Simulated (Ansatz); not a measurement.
Ansatz (a quantum-chemistry and plane-wave program) input:

Ansatz 0.2 input:
```yaml
crystal:
  periodic: [false, false, false]
  atoms:
    - {symbol: O, position_ang: [-1.01174803, 2.26466658, -0.35369078]}
    - {symbol: B, position_ang: [-1.21318727, 1.04720973, -0.14768637]}
    - {symbol: O, position_ang: [-2.31461324, 0.20640591, 0.01506773]}
    - {symbol: I, position_ang: [0.67491607, -0.48635579, 0.06621725]}
    - {symbol: H, position_ang: [-3.09372530, 0.77222811, -0.06209826]}
basis:
  gaussian:
    orbitals: def2-TZVPD
hamiltonian:
  xc: {name: revPBE}
total_charge: -1
output: {forces: true}
```

### Question
Which total energy does the run end on?

### Answer
-473.86658 Eh (revPBE/def2-TZVPD). The basis has 185 functions.

It need not be the lowest isomer of its formula. Whether it binds its extra electron was not tested at this geometry.
